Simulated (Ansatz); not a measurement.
In₂Sn (the lowest singlet isomer of a short search) was relaxed with PBE0-D4 (def2-SVP) in Ansatz in these states: neutral quintet, neutral triplet. The geometries follow in no particular order.

In the def2 sets In, Sn take a core potential; there is no spin–orbit coupling.

A:

Cartesian coordinates in Å:
```
In 0.057 -0.555 1.730
In -1.018 1.392 -0.576
Sn 0.961 -0.837 -1.154
```

B:

Cartesian coordinates in Å:
```
In 0.801 2.506 -1.297
In -0.735 -2.522 1.305
Sn -0.066 0.017 -0.007
```

**Question.** Judge from the bond lengths which geometry belongs to which state (an estimate).

**Answer.** A is the neutral quintet (In2–Sn3 3.036 Å, In1–Sn3 3.036 Å); B is the neutral triplet (In2–Sn3 2.935 Å, In1–Sn3 2.935 Å).

At PBE0-D4/def2-TZVP a triplet lies 0.20 eV below the neutral quintet. These are the stationary points nearest to one start from a short search; other shapes may lie lower in each state.
